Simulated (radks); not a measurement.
Q: The chromium ion Cr+, [Ar] 3d5. All-electron calculation, non-relativistic Kohn-Sham, r2SCAN, spin-polarised, spherical densities, point nucleus; meta-GGA in the generalised Kohn-Sham scheme. Program: a radial shooting solver on a logarithmic mesh with Libxc functionals. Every spin shell is full or empty, so the densities are truly spherical. Functionals are evaluated on that one density, not self-consistently. Rank these exchange functionals by their error against the exact value of the orbitals, and give that value: LDA, PBEsol, RPBE, PW86, OPTX, SOGGA, G96, revTPSS, r2SCAN, MS2, TASK.

A: Exact: -47.5992 hartree. From best to worst, with 100 (|E| - |E exact|)/|E exact| (equal figures are ties): MS2 -0.02, RPBE +0.08, r2SCAN +0.13, G96 +0.38, PW86 +0.46, revTPSS -0.49, OPTX +0.58, TASK -2.71, PBEsol -2.84, SOGGA -2.87, LDA -6.57.
